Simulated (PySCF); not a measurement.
# A survey of ¹⁷O NMR shifts

Calculated, not measured (PySCF 2.14): structure optimised with GFN2-xTB, NMR shieldings at PBE0/pcSseg-1/GIAO. One averaged value for each set of equivalent atoms, non-relativistic, isolated molecule, single conformer.

Shieldings were converted by a linear fit to measured shifts: ¹⁷O (scatter 10.7 ppm rms, 12.2 ppm with the 3 outliers that the fit left out vs liquid water, solution or neat liquid). A few per cent of atoms miss by over 2 rms, more outside the fitted compound classes.

Problem. Give the ¹⁷O shifts of `C=C(COC)C(C)=O`, `C=CCOCC(C)=O`, `C=C[C@@H](C)OC(C)=O`, `O=S(=O)(O)C1C[SiH2]C1`.

Solution. 
```json
{"compound": "[CH2:1]=[C:2]([CH2:3][O:4][CH3:5])[C:6]([CH3:7])=[O:8]", "environment": "O8: ketone oxygen", "δ (ppm)": "574.7"}
{"compound": "[CH2:1]=[C:2]([CH2:3][O:4][CH3:5])[C:6]([CH3:7])=[O:8]", "environment": "O4: ether oxygen", "δ (ppm)": "-32.4"}
{"compound": "[CH2:1]=[CH:2][CH2:3][O:4][CH2:5][C:6]([CH3:7])=[O:8]", "environment": "O8: ketone oxygen", "δ (ppm)": "594.6"}
{"compound": "[CH2:1]=[CH:2][CH2:3][O:4][CH2:5][C:6]([CH3:7])=[O:8]", "environment": "O4: ether oxygen", "δ (ppm)": "7.6"}
{"compound": "[CH2:1]=[CH:2][C@@H:3]([CH3:4])[O:5][C:6]([CH3:7])=[O:8]", "environment": "O8: ester carbonyl oxygen", "δ (ppm)": "365.5"}
{"compound": "[CH2:1]=[CH:2][C@@H:3]([CH3:4])[O:5][C:6]([CH3:7])=[O:8]", "environment": "O5: ester alkoxy oxygen", "δ (ppm)": "174.2"}
{"compound": "[O:1]=[S:2](=[O:3])([OH:4])[CH:5]1[CH2:6][SiH2:7][CH2:8]1", "environment": "O1/3: S=O oxygen (×2)", "δ (ppm)": "156.9"}
{"compound": "[O:1]=[S:2](=[O:3])([OH:4])[CH:5]1[CH2:6][SiH2:7][CH2:8]1", "environment": "O4: oxygen bonded to S, H", "δ (ppm)": "135.8"}
```
